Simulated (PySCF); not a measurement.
The multiplicity is imposed and other spin states were not computed.

Z-matrix (Å, degrees):
```
Pd
F 1 1.8636
F 1 1.8641 2 163.01
F 1 1.8816 2 96.77 3 144.16
```
Charge 0, spin multiplicity 2.

Task: What dipole moment, charge on the central atom (Mulliken) and highest occupied spin orbital does TPSSh-D3(BJ)/def2-TZVP // TPSS-D3(BJ)/def2-SVP (PySCF) give?

Result: 
```yaml
dipole_moment: 2.54 D
charge on the central atom (Mulliken): 1.17 e
highest_occupied_spin_orbital: -8.83 eV
```
